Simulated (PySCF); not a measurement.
Choosing a molecule for a target property.

Species are written as SMILES; each is one conformer at its optimised geometry, gas phase, non-relativistic unless stated; the electronic structure was computed with PySCF and density fitting.

The conformers computed, where there is a choice (atom-mapped SMILES and torsion angles):
- `[CH2:1]=[C:2]([C:3]([Cl:4])[Cl:5])[C:6]([F:7])([F:8])[F:9]`: C1–C2–C3–Cl4 0°, C1–C2–C6–F7 -120°
- `[CH3:1][CH2:2][C+:3]1[CH:4][O:5][C:6]([SiH3:7])=[CH:8]1`: C1–C2–C3–C4 -179°
- `[CH2:1][CH2:2][C:3](=[O:4])[N:5]([CH3:6])[CH3:7]`: C1–C2–C3–O4 96°, C2–C3–N5–C6 -7°
- `[CH+:1]=[C:2][C@@H:3]([SiH3:4])[C@@H:5]([CH3:6])[CH:7]=[O:8]`: C2–C3–C5–C6 -52°, C3–C5–C7–O8 105°

Problem. Wanted: isotropic g value above 2.0034 (unrestricted B3LYP/pcH-1, mean-field spin–orbit) and smallest rotational constant above 0.9 GHz (GFN2-xTB), at GFN2-xTB geometries. Which candidate meets both?
A. `CC[C+]1[CH]OC([SiH3])=C1` [radical]
B. `[CH+]=[C][C@@H]([SiH3])[C@@H](C)C=O` [radical]
C. `[CH2]CC(=O)N(C)C` [radical]
D. `C=C([C](Cl)Cl)C(F)(F)F` [radical]

Solution. B. Computed values:
| species | isotropic g value | smallest rotational constant |
| --- | --- | --- |
| CC[C+]1[CH]OC([SiH3])=C1 [radical] | 2.00235 | 0.749 GHz |
| [CH2]CC(=O)N(C)C [radical] | 2.00274 | 1.615 GHz |
| [CH+]=[C][C@@H]([SiH3])[C@@H](C)C=O [radical] | 2.00408 | 0.973 GHz |
| C=C([C](Cl)Cl)C(F)(F)F [radical] | 2.00646 | 0.671 GHz |
